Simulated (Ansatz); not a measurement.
Total energies of ClFH3SbSi (`[F][Sb]([SiH3])[Cl]`).

```
atom   x (Å)   y (Å)   z (Å)
  F1   0.159   2.415   0.406
 Sb2  -0.963   1.270  -0.648
 Si3  -0.050  -0.873   0.518
 Cl4   0.518   0.989  -2.449
  H5   1.428  -0.769   0.573
  H6  -0.469  -2.050  -0.287
  H7  -0.623  -0.983   1.886
```

Total charge 0; spin multiplicity 1. Correlated methods include outer-core shells of Sb, which these sets cover unevenly. Sb takes the def2 core potential. All single points use the PBE0-D4/def2-TZVP geometry. Basis def2-TZVPP, Ansatz 0.2.0.

RPA on PBE orbitals: Hartree–Fock energy of these orbitals -1088.94485 Eh, correlation -1.41239 Eh (frozen core).

```tsv
functional	kind	energy without D4 (Eh)	D4 term (kJ/mol)
LDA (SPW92)	LDA	-1088.06233	–
PBE	GGA	-1091.29291	-19.5
revPBE	GGA	-1091.59929	-46.7
BLYP	GGA	-1091.66885	-41.1
r2SCAN	meta-GGA	-1091.72716	-4.3
B97M-V	meta-GGA with VV10	-1091.50193	–
PBE0	global hybrid, 25 % exact exchange	-1091.36522	-16.7
B3LYP	global hybrid, 20 %	-1091.85160	-32.0
r2SCANh	meta-GGA hybrid, 10 %	-1091.70421	-4.8
r2SCAN0	meta-GGA hybrid, 25 %	-1091.67120	-5.4
HSE06 (plane-wave form)	screened hybrid	-1091.34500	-15.9
BHLYP	global hybrid, 50 %	-1091.62450	-29.5
CAM-B3LYP	range-separated hybrid	-1091.71520	-17.5
LC-ωPBE	long-range corrected hybrid	-1091.48814	–
ωB97X-V	range-separated hybrid GGA with VV10	-1091.56224	–
ωB97M-V	range-separated hybrid meta-GGA with VV10	-1091.61583	–
B2PLYP	double hybrid	-1091.21537	–
PBE-QIDH	double hybrid	-1090.98137	–
```

B3LYP takes the VWN-RPA correlation (the form of Gaussian; ORCA's B3LYP/G). HSE06 is the plane-wave form, built on full-range PBE exchange. The double hybrids freeze the cores in their second-order part.

LC-ωPBE has ω = 0.4 bohr⁻¹.
